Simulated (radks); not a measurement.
Values are calculated unless marked as measured or tabulated.
The cobalt anion Co- inside a hard spherical wall (all orbitals vanish at R), configuration held at [Ar] 3d8 4s2 and not refilled when levels cross. Level of theory: non-relativistic Kohn-Sham, PBE, spin-polarised, spherical densities, point nucleus; open shells are filled with parallel spins first (a radial shooting solver on a logarithmic mesh with Libxc functionals). Eigenvalues in eV for spin up, with the zero of energy where the potential of the charges vanishes at infinity; a dash marks a level that is unbound or too diffuse for the functional's potential to be trusted. A positive occupied level is held by the wall or, in an anion where self-interaction has pushed it up, behind a barrier. The pressure on the wall is -dE/dV.

R (bohr),E (hartree),kinetic (hartree),e(3s),e(3p),e(3d),e(4s),"e(4p, empty)","e(5s, empty)",pressure (GPa)
12,-1382.53595,1381.472,-89.990,-55.285,0.793,0.974,3.407,4.253,0.0202
10,-1382.53136,1381.490,-89.653,-54.947,1.126,1.243,4.020,5.850,0.0916
6,-1382.44319,1381.799,-86.891,-52.184,3.793,3.745,8.064,17.851,4.84
5,-1382.31931,1382.198,-84.587,-49.892,5.965,6.143,11.428,28.062,18.3
3,-1380.64410,1387.159,-69.266,-34.848,20.672,28.385,39.021,106.81,664
2,-1372.97993,1409.716,-37.763,-3.304,55.391,105.21,123.40,315.52,11100
